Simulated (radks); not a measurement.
The numbers below are computed, except where a source is named.
Ionisation of the lutetium ion Lu+, [Xe] 4f14 6s2, to [Xe] 4f14 6s1 as the strength of local exchange is varied. Code: a radial shooting solver on a logarithmic mesh with Libxc functionals. Model: scalar-relativistic Kohn-Sham, Slater X-alpha exchange (alpha = 2/3 is LDA exchange), no correlation, spin-polarised, spherical densities, finite nucleus; Fermi nuclear charge, rms radius 5.37 fm.

alpha  E(Lu+) (hartree)  exchange (hartree)  IE (eV)  -e of the level emptied (eV)  <r> of it (bohr)
0.578       -14507.3750           -245.2964   12.550                    9.680 (6s)             3.348
0.615       -14523.1581           -261.3112   12.777                    9.925 (6s)             3.322
0.667       -14545.3716           -283.8813   13.099                   10.274 (6s)             3.286
0.687       -14553.9252           -292.5816   13.224                   10.410 (6s)             3.273
0.785       -14595.9171           -335.3696   13.846                   11.088 (6s)             3.209
0.791       -14598.4924           -337.9977   13.885                   11.130 (6s)             3.205

NIST Atomic Spectra Database: 14.13 +/- 0.05 eV (semi-empirical). The central value is not met in this range of alpha.
